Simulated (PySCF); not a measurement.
**Stretching SrBr⁺**

Set-up: PySCF, scalar-relativistic core potentials, basis sets Sr def2-SVP with ECP28, Br def2-SVP. Energies in eV from Sr⁺ + Br in their ground configurations at the same level. State: ¹Σ⁺ (singlet), closed shell.

All columns are PBE0. A positive dipole points towards Br; it is taken about the centre of mass and depends on that origin.

```
R (Å)  E (eV)   μ (D)  Mulliken charge on Sr (basis-dependent)  HOMO (eV)  LUMO (eV)  Mayer bond order  ⟨S²⟩
2.283  -2.723   -9.01                                     1.08     -12.94      -6.63              1.56  0.00
2.389  -3.350   -9.84                                     1.13     -12.64      -6.72              1.48  0.00
2.496  -3.692  -10.63                                     1.18     -12.29      -6.82              1.42  0.00
2.575  -3.811  -11.20                                     1.20     -12.04      -6.90              1.37  0.00
2.655  -3.842  -11.76                                     1.23     -11.81      -6.99              1.33  0.00
2.735  -3.807  -12.30                                     1.25     -11.59      -7.07              1.29  0.00
2.841  -3.684  -13.00                                     1.28     -11.32      -7.18              1.25  0.00
2.974  -3.447  -13.84                                     1.31     -11.01      -7.32              1.20  0.00
3.133  -3.093  -14.79                                     1.33     -10.67      -7.48              1.15  0.00
3.345  -2.573  -15.95                                     1.35     -10.30      -7.68              1.10  0.00
```

A fit through these points gives, at Re = 2.649 Å, μ = -11.72 D and dμ/dR = -6.92 D/Å; the reduced mass is 41.58 u.

How strong is the fundamental in the double-harmonic approximation, I = 42.26·(dμ/dR)²/μred km/mol?

I = 42.26·(-6.92)²/41.58 = 48.7 km/mol at PBE0.

For an ion De counts to the pair picked by the measured ionisation energies or electron affinities, which need not be the lowest pair at this level.
